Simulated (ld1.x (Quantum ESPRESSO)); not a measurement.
## Pb, TM: configuration errors across variants

| Property | Result |
| --- | --- |
| Element | lead (Pb) |
| Generator | ld1.x (Quantum ESPRESSO) 7.5 |
| Type | norm-conserving Troullier–Martins (Kleinman–Bylander form) |
| Functional | PBEsol |
| Relativity | fully relativistic |
| Frozen core | [Xe] 4f14 5d10 |
| Valence charge | 4 |
| Reference configuration | 6s2 6p0 (charge +2) |
| Partial waves | 6s (bound): rc 2.05 bohr; 6p (bound, empty): rc 2.05 bohr; 6d channel at 0.05 Ry: rc 2.15 bohr |
| Local potential | the d channel |
| Core correction | a·sin(br)/r model core inside 1.30 bohr |

Open shells are filled in proportion to 2j + 1 (rel_dist='average').

All-electron excitation energies from the reference (eV): (1) 6s2 6p2 -20.330; (2) 6s2 6p1 -13.609; (3) 6s1 6p0 32.476; (4) 6s1 6p2 -4.208; (5) 6s0 6p4 -2.784; (6) 6s2 6p1.5 -17.769; (7) 6s1 6p3 -11.730.

A true bound ghost makes a file unfit for plane-wave use even where its test errors are small: the radial tests pick states by their node count and pass the ghost by.

Errors AE − PS in meV (a dash: test not solved or not reliable):

| change | (1) | (2) | (3) | (4) | (5) | (6) | (7) | bound ghosts |
| --- | --- | --- | --- | --- | --- | --- | --- | --- |
| base | -113 | -46 | -203 | -16 | -48 | -83 | -46 | s, p3/2, p1/2 |
| wave 6s (bound): rc 2.05 bohr becomes 6s (bound): rc 1.36 bohr | -122 | -50 | -256 | -57 | -208 | -89 | -90 | s, p3/2, p1/2 |
| wave 6s (bound): rc 2.05 bohr becomes 6s (bound): rc 1.58 bohr | -115 | -47 | -214 | -21 | -69 | -83 | -51 | s, p3/2, p1/2 |
| wave 6s (bound): rc 2.05 bohr becomes 6s (bound): rc 1.86 bohr | -113 | -46 | -204 | -16 | -50 | -82 | -47 | s, p3/2, p1/2 |
| wave 6s (bound): rc 2.05 bohr becomes 6s (bound): rc 2.02 bohr | -113 | -46 | -203 | -16 | -48 | -83 | -46 | s, p3/2, p1/2 |
| wave 6s (bound): rc 2.05 bohr becomes 6s (bound): rc 2.28 bohr | -113 | -46 | -207 | -18 | -57 | -82 | -48 | s, p3/2, p1/2 |
| wave 6s (bound): rc 2.05 bohr becomes 6s (bound): rc 2.84 bohr | -105 | -42 | -260 | -44 | -171 | -76 | -68 | s, p3/2, p1/2 |
| wave 6s (bound): rc 2.05 bohr becomes 6s (bound): rc 3.04 bohr | -98 | -39 | -299 | -60 | -245 | -71 | -79 | s, p3/2, p1/2 |

Give the same row for: wave 6s (bound): rc 2.05 bohr becomes 6s (bound): rc 2.56 bohr.

-110, -45, -226, -28, -101, -80, -56; bound ghosts: s, p3/2, p1/2.
